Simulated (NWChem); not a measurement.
Correlation energy of H₃ClSi

SMILES: [SiH3]Cl
```xyz
5

Si     0.9965     0.0279     0.0000
Cl    -1.0818    -0.0303     0.0000
H      1.4600     0.7444     1.2180
H      1.4600     0.7444    -1.2180
H      1.5191    -1.3644     0.0000
```
Charge 0, spin multiplicity 1.

All runs are NWChem calculations. Structure: optimised with B3LYP/def2-SVP, a minimum by its harmonic frequencies.

Basis set: 6-31G*. Each correlation energy counts from its own Hartree-Fock reference.

The correlated methods keep 10 core orbitals frozen. The Pople sets run with spherical d functions. The structure started from a generated list of species. Coupled-cluster values serve here as a point of comparison, not as the truth.

Problem. One of these methods gave a correlation energy of -240.1 mHa. Which?
A. CR-CCSD[T]
B. MP2
C. CCSD
D. SCS-MP2

Solution. A, CR-CCSD[T]. The others give -203.9 (MP2), -205.7 (SCS-MP2), -235.6 (CCSD).
